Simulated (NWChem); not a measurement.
Everything below was run with NWChem. System: fluoroethane (C2H5F), charge 0, spin multiplicity 1, at a geometry optimised with B3LYP/def2-SVP. Level: RHF/def2-TZVP.

NWChem printed:

```
             Northwest Computational Chemistry Package (NWChem) 7.3.0
             --------------------------------------------------------

                                NWChem Input Module
                                -------------------

 Scaling coordinates for geometry "geometry" by  1.889725989
 (inverse scale =  0.529177249)

 Turning off AUTOSYM since
 SYMMETRY directive was detected!

                             Geometry "geometry" -> ""
                             -------------------------

 Output coordinates in angstroms (scale by  1.889725989 to convert to a.u.)

  No.       Tag          Charge          X              Y              Z
 ---- ---------------- ---------- -------------- -------------- --------------
    1 C                    6.0000    -1.18325400     0.26809200     0.00000000
    2 C                    6.0000     0.31955000     0.45192700     0.00000000
    3 F                    9.0000     0.95347800    -0.77849400     0.00000000
    4 H                    1.0000    -1.69043200     1.24643300     0.00000000
    5 H                    1.0000    -1.50727200    -0.29009500    -0.89221500
    6 H                    1.0000    -1.50727200    -0.29009500     0.89221500
    7 H                    1.0000     0.65294800     1.01004500     0.89367300
    8 H                    1.0000     0.65294800     1.01004500    -0.89367300

 Effective nuclear repulsion energy (a.u.)      79.0440089278

            Nuclear Dipole moment (a.u.)
            ----------------------------
        X                 Y               Z
 ---------------- ---------------- ----------------
    -0.0000037795     0.0000018897     0.0000000000

      Symmetry information
      --------------------

 Group name             Cs
 Group number              2
 Group order               2
 No. of unique centers     6

      Symmetry unique atoms

     1    2    3    4    5    7


 Summary of "ao basis" -> "" (spherical)
 ------------------------------------------------------------------------------
       Tag                 Description            Shells   Functions and Types
 ---------------- ------------------------------  ------  ---------------------
 *                         def2-tzvp                  on all atoms

 Summary of "ao basis" -> "ao basis" (spherical)
 ------------------------------------------------------------------------------
       Tag                 Description            Shells   Functions and Types
[...]
    68      0.229856  3 F  px                 9      0.227084  1 C  px
    40     -0.204449  2 C  px                71      0.199572  3 F  px

 Vector   13  Occ=2.000000D+00  E=-4.916835D-01  Symmetry=a"
              MO Center= -7.4D-02,  3.0D-01,  5.6D-15, r^2= 2.4D+00
   Bfn.  Coefficient  Atom+Function         Bfn.  Coefficient  Atom+Function
  ----- ------------  ---------------      ----- ------------  ---------------
    39      0.229947  2 C  pz                70     -0.197797  3 F  pz
    42      0.194481  2 C  pz               113      0.193663  7 H  s
   119     -0.193663  8 H  s                  8     -0.176887  1 C  pz
    73     -0.171618  3 F  pz                11     -0.158250  1 C  pz

 Vector   14  Occ=0.000000D+00  E= 1.426309D-01  Symmetry=a'
              MO Center= -9.0D-01,  7.7D-01,  6.6D-16, r^2= 6.9D+00
   Bfn.  Coefficient  Atom+Function         Bfn.  Coefficient  Atom+Function
  ----- ------------  ---------------      ----- ------------  ---------------
     5      4.813361  1 C  s                 96     -1.918119  4 H  s
   102     -1.722332  5 H  s                108     -1.722332  6 H  s
   114     -1.395686  7 H  s                120     -1.395686  8 H  s
    36      1.335740  2 C  s                 44      0.692256  2 C  py
    43      0.639368  2 C  px                 4     -0.623011  1 C  s

 Vector   15  Occ=0.000000D+00  E= 1.790687D-01  Symmetry=a'
              MO Center= -2.4D-01,  6.1D-01, -1.1D-15, r^2= 8.1D+00
   Bfn.  Coefficient  Atom+Function         Bfn.  Coefficient  Atom+Function
  ----- ------------  ---------------      ----- ------------  ---------------
     5      6.459233  1 C  s                 36     -6.387325  2 C  s
   114      2.016009  7 H  s                120      2.016009  8 H  s
   102     -1.537576  5 H  s                108     -1.537576  6 H  s
    12      1.284486  1 C  px                43      1.287007  2 C  px
    96     -0.980933  4 H  s                 44     -0.611304  2 C  py

 Vector   16  Occ=0.000000D+00  E= 2.037403D-01  Symmetry=a"
              MO Center= -7.9D-02,  7.0D-01,  2.3D-15, r^2= 7.2D+00
   Bfn.  Coefficient  Atom+Function         Bfn.  Coefficient  Atom+Function
  ----- ------------  ---------------      ----- ------------  ---------------
   114      2.125761  7 H  s                120     -2.125761  8 H  s
   102     -1.397958  5 H  s                108      1.397958  6 H  s
    45     -1.337312  2 C  pz                14     -0.525429  1 C  pz
   113     -0.415030  7 H  s                119      0.415030  8 H  s
   101      0.383497  5 H  s                107     -0.383497  6 H  s

 center of mass
 --------------
 x =   0.17011678 y =  -0.13542523 z =   0.00000000

 moments of inertia (a.u.)
 ------------------
          77.087659896866          56.346663370877           0.000000000000
          56.346663370877         165.846965351459           0.000000000000
           0.000000000000           0.000000000000         219.977287579763

  Mulliken analysis of the total density
  --------------------------------------

    Atom       Charge   Shell Charges
 -----------   ------   -------------------------------------------------------
    1 C    6     6.29   0.85  1.12  0.47  0.68  0.06  1.25  1.40  0.37  0.02  0.05  0.00
    2 C    6     5.87   0.85  1.12  0.49  0.64  0.06  1.17  1.21  0.15  0.04  0.12  0.01
    3 F    9     9.32   0.77  1.20  0.59  1.01  0.35  2.24  2.27  0.87  0.00  0.01  0.00
    4 H    1     0.90   0.26  0.49  0.12  0.02
    5 H    1     0.89   0.26  0.49  0.11  0.02
    6 H    1     0.89   0.26  0.49  0.11  0.02
    7 H    1     0.92   0.27  0.51  0.12  0.02
    8 H    1     0.92   0.27  0.51  0.12  0.02

       Multipole analysis of the density wrt the origin
       ------------------------------------------------

     L   x y z        total         open         nuclear
     -   - - -        -----         ----         -------
     0   0 0 0     -0.000000      0.000000     26.000000

     1   1 0 0     -0.442695      0.000000     -0.000004
     1   0 1 0      0.686282      0.000000      0.000002
     1   0 0 1     -0.000000      0.000000      0.000000

     2   2 0 0    -14.767249      0.000000     90.881003
     2   1 1 0      1.082811      0.000000    -27.250186
     2   1 0 1     -0.000000      0.000000      0.000000
     2   0 2 0    -14.387458      0.000000     38.829723
     2   0 1 1     -0.000000      0.000000      0.000000
     2   0 0 2    -13.517011      0.000000     11.389546

 Task  times  cpu:        6.0s     wall:        6.0s

 Total times  cpu:        6.0s     wall:        6.0s
```

Write an NWChem input that would produce this output.

Several could match; the one computed here: 
```
start mol
memory heap 200 mb stack 900 mb global 1100 mb
geometry units angstroms nocenter noautoz
  C     -1.183254     0.268092     0.000000
  C      0.319550     0.451927     0.000000
  F      0.953478    -0.778494     0.000000
  H     -1.690432     1.246433     0.000000
  H     -1.507272    -0.290095    -0.892215
  H     -1.507272    -0.290095     0.892215
  H      0.652948     1.010045     0.893673
  H      0.652948     1.010045    -0.893673
  symmetry group Cs
end
basis spherical
  * library def2-tzvp
end
scf
  rhf
  nopen 0
  maxiter 100
  thresh 1e-7
  semidirect memsize 60000000 filesize 0
end
task scf energy
```
